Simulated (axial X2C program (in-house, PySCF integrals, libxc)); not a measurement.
## AsBr: from the spin-free to the two-component result

All values were computed with an in-house all-electron X2C program for linear molecules (integrals from PySCF). Spin-free means the one-electron spin-free X2C Hamiltonian; two-component (2c) means X2C with spin–orbit coupling and atomic mean-field two-electron Coulomb and Gaunt terms, so the difference of the two also holds small scalar two-electron terms. Basis: Br dyall-cv3z [8s9p6d4f1g], As dyall-cv3z [9s9p6d4f1g] (cores contracted in-house); Gaussian nuclei, density fitting, unrestricted open shells. Masses: Br 78.918 u, As 74.922 u.

Spin-free state: M_S = 1, Λ = 0 (beyond evenly filled blocks: π+α, π-α); fragments Br + As.

| level | Re (Å) | ωe (cm⁻¹) | De (eV) | μ (D) |
| --- | --- | --- | --- | --- |
| PBE0 | 2.294 | 314.6 | 2.843 | 1.05 |
| TPSS | 2.311 | 302.5 | 2.969 | 0.94 |

Dipoles are positive if As is the positive end.

Two-component determinant lowest at the distance of the search:

Ω = 1 (⟨Sz⟩ = 1.00, ⟨Lz⟩ = 0.00 at PBE0); fragments Br + As.

```tsv
level	Re (Å)	ωe (cm⁻¹)	De (eV)	μ (D)
PBE0	2.295	313.5	2.735	1.04
TPSS	2.313	301.4	n/a	0.93
```

Question: From the two tables, how do the constants change at the PBE0 level (2c against spin-free)?

Answer: At the PBE0 level Re rises by 0.001 Å and ωe goes down by 1.1 cm⁻¹; De changes by -0.108 eV.

The state is one determinant whose occupation by symmetry is held fixed; it was picked as the lowest of a PBE0 search that is not exhaustive. Dissociation energies refer to the lowest single-determinant-based atoms at the same level and basis. De is not given where an atomic determinant may have missed its ground term or J level, or where the truncated virtual space spoils (T). Density functionals use the spin component along the axis (collinear). PBE0 can misorder states that lie within some tenths of an eV, so this need not be the ground state of the molecule. The nearest other spin-free determinant of the search, M_S = 0, Λ = 2, lies 0.88 eV up at the distance of the search. The functionals have no current-density term, which raises determinants with orbital currents, atoms included. With several unpaired electrons one determinant need not be a pure state. Open-shell Ω = 0 determinants with evenly filled partner blocks cannot be reached by this program, so the Ω shown need not be the lowest component. This is the Ω = 1 component of a π² triplet; the 0⁺ component is not one determinant and can lie lowest.
